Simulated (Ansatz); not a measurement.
Cl$_{2}$GeHS (`[SH][Ge]([Cl])[Cl]`) radical. The species carries charge 0 and has multiplicity 2. The geometry is a stationary point of PBE0-D4/def2-TZVP. It is one conformer, not always the lowest.

```xyz
5

S     0.021   -1.649    0.007
Ge   -0.525    0.497    0.236
Cl   -1.673    0.992   -1.519
Cl    1.253    1.733    0.274
H     0.923   -1.573    1.002
```

(1) What is the dipole moment at PBE/def2-TZVPP? (Best estimate.)

(2) And with r2SCAN, B3LYP, ωB97M-V? (Best estimate.)

(3) Give the Mulliken charges with PBE, ωB97M-V, r2SCAN in def2-TZVPP. (Best estimate.)

Results:

(1) Ansatz gave: 1.75 D, with components (0.17, -0.98, 1.44) D in this frame, pointing from negative to positive charge.

(2) Ansatz gave: r2SCAN 1.83 D, B3LYP 1.86 D, ωB97M-V 1.88 D.

(3) Computed: 
| atom | PBE | ωB97M-V | r2SCAN |
| --- | --- | --- | --- |
| S1 | -0.22 | -0.21 | -0.22 |
| Ge2 | 0.57 | 0.56 | 0.65 |
| Cl3 | -0.24 | -0.24 | -0.27 |
| Cl4 | -0.25 | -0.25 | -0.28 |
| H5 | 0.13 | 0.13 | 0.12 |

B3LYP here is the variant with VWN-RPA as its local correlation; programs differ in this.
